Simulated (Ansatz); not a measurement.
Species: CdI2, net charge 0, singlet state. 
Geometry from a B3LYP-D3(BJ)/def2-TZVP (Ansatz, a first-principles code) optimisation:
```
Cd
I 1 2.6122
I 1 2.6122 2 180.00
```

Basis-set convergence of Hartree-Fock and MP2 correlation energies (hartree) with Ansatz. Correlated levels leave the core frozen unless marked. No spin-orbit coupling. The frozen core is the preceding noble-gas configuration, with the filled d and f shells of earlier blocks. In def2 rows, elements after Kr have scalar-relativistic effective core potentials.

```tsv
basis	functions	E(HF)	E(corr, MP2)
def2-SVPD	104	-760.26939	-0.47931
def2-TZVPPD	174	___	___
```

Task: What belongs in the gaps?

Result: 
- def2-TZVPPD, E(HF): -760.32182
- def2-TZVPPD, E(corr, MP2): -0.70350
